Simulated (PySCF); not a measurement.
Compound: C₅H₆F₂O₃.
Structure used (PBE0-D3(BJ)/def2-SVP), in Å, numbered top down from 1:
```
atom  x, y, z in Å
C1    -3.5853   -0.0776   -0.1231
C2    -2.3704   -0.3490    0.3386
O3    -1.2622   -0.0685   -0.4229
C4    -0.0443   -0.3589    0.0715
O5     0.1592   -0.8678    1.1364
C6     1.0133    0.0816   -0.9169
O7     2.2959   -0.3403   -0.5708
C8     2.8919    0.2943    0.4776
F9     3.0045    1.6188    0.2195
F10    4.1160   -0.2118    0.5805
H11   -4.4572   -0.3027    0.4915
H12   -3.7328    0.3674   -1.1094
H13   -2.1470   -0.7943    1.3107
H14    0.7766   -0.3547   -1.8978
H15    0.9504    1.1785   -1.0309
H16    2.3497    0.1727    1.4304
```

All values: PBE0/def2-SVPD (PySCF, non-relativistic), on one gas-phase PBE0-D3(BJ)/def2-SVP geometry that isn't relaxed in the solvent. The solvent is an IEF-PCM continuum (cavity from Bondi-type radii × 1.2). Specific hydrogen bonds and non-electrostatic terms are outside this model.

Gas phase at PBE0/def2-SVPD: HOMO -7.85 eV, LUMO -1.02 eV, dipole 3.53 D.

Q: What does the continuum do to the energy, the frontier levels and the dipole at PBE0/def2-SVPD in dichloromethane and acetonitrile?

A: 
```csv
solvent,ε,E(solvent) − E(gas) (kcal/mol),polarisation term (kcal/mol),distortion of the solute (kcal/mol),HOMO (eV),LUMO (eV),dipole (D)
dichloromethane,8.93,-5.85,-6.51,0.66,-7.61,-0.80,4.19
acetonitrile,35.69,-6.76,-7.66,0.90,-7.58,-0.77,4.29
```

The first energy column is the sum of the next two and covers electrostatics alone. From dichloromethane to acetonitrile the lowering changes by a factor 1.16, Onsager's factor (ε − 1)/(2ε + 1) by 1.14 and ε itself by 4.0.

Q: Which radius a makes the point-dipole formula ΔE = −[(ε − 1)/(2ε + 1)]·μ²/a³ give the value in acetonitrile, with the gas-phase dipole?

A: μ = 1.390 au and |ΔE| = 0.01077 Eh give a = 2.33 Å; the farthest nucleus lies 4.49 Å from the centroid of the nuclei, so such a sphere wouldn't even hold the nuclei. The formula assumes a rigid point dipole at the centre of a sphere.

Q: Give the dipole vector in the frame of the coordinates (D, pointing from negative to positive charge), gas and acetonitrile.

A: Gas (-3.34, 0.62, -0.95), solvent (-4.00, 0.95, -1.25). Its length changes by +22 % and its direction by 3°.

Q: How does the static polarisability (PBE0/def2-SVPD, frozen core, with the continuum's full static response) change?

A: 
```
         medium  isotropic (au)  principal values (au)  ⟨r²⟩ of the electrons (bohr²)
            gas            76.7      55.4, 67.5, 107.1                         2031.0
dichloromethane            94.5      69.7, 86.1, 127.7                         2031.1
   acetonitrile            97.8      72.9, 89.8, 130.7                         2031.1
```

The isotropic value in acetonitrile is 1.28 times the gas-phase one; no cavity-field correction is applied. ⟨r²⟩ is taken about the centre of nuclear charge.
